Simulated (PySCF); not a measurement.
Assigning NMR signals

Atom-mapped SMILES (the numbers label the heavy atoms): `[OH:1][CH2:2][c:3]1[cH:4][cH:5][o:6][cH:7]1`. Each H is labelled by its parent atom.

- coordinates at the PBE0-D3(BJ)/def2-TZVP level
- shieldings: GIAO B97-2/pcSseg-2
- run in PySCF 2.14.0 with density-fitted response routines
- non-relativistic Hamiltonian, gas phase, equivalent nuclei averaged, single conformer

Shifts are taken against calculated references (same method and geometry level): ¹³C (185.38 ppm) and ¹H (31.64 ppm) vs TMS.

(1) Assign these signals to the numbered atoms. ¹³C{¹H} NMR (computed): δ 149.5 (CH), 148.5 (CH), 133.9 (C), 116.4 (CH), 61.3 (CH2).

(2) Assign these signals to the numbered atoms. ¹H NMR (600 MHz, computed): δ 7.66 (m, 1H), 7.54 (m, 1H), 6.58 (m, 1H), 4.50 (s, 2H), 0.15 (br s, 1H).

Results:

(1) 
149.5 → C5, aromatic CH next to the ring oxygen
148.5 → C7, aromatic CH next to the ring oxygen
133.9 → C3, substituted aromatic carbon
116.4 → C4, aromatic CH
61.3 → C2, sp3 CH2 bonded to O, on an aromatic ring: deshielded by the electronegative neighbour

C5 and C7 lie closer than the usual error of such a calculation, so a measured spectrum could show them in the other order.

(2) 
| δ (ppm) | atoms | environment | reason |
| --- | --- | --- | --- |
| 7.66 | H(C7) | hydrogen on an aromatic CH next to the ring oxygen | it sits in the deshielding region of the aromatic ring current |
| 7.54 | H(C5) | hydrogen on an aromatic CH next to the ring oxygen | – |
| 6.58 | H(C4) | hydrogen on an aromatic CH | it sits in the deshielding region of the aromatic ring current |
| 4.50 | H(C2) | hydrogen on an sp3 CH2 bonded to O, on an aromatic ring | its carbon carries O, hence the downfield position |
| 0.15 | H(O1) | hydrogen on an alcohol oxygen | exchangeable, gas-phase position |

H(C7) and H(C5) lie closer than the usual error of such a calculation, so a measured spectrum could show them in the other order.

Exchangeable OH/NH protons stand at their gas-phase positions; hydrogen bonding in a real sample shifts them, mostly to higher δ. Shifts are as computed. Against solution values, carbons near 30 ppm lie about +3 ppm off and those near 130 ppm about +7 ppm. Of 1211 compounds with measured shifts, 218 miss one by over three times the rms of a fit or turn the order of signals round; such compounds aren't used in these exercises. No couplings were computed; multiplicities are counted from neighbouring protons, with m where these are inequivalent, close in shift, in a saturated or five-membered ring or joined by F or P, and br s for small geminal =CH2 splittings.
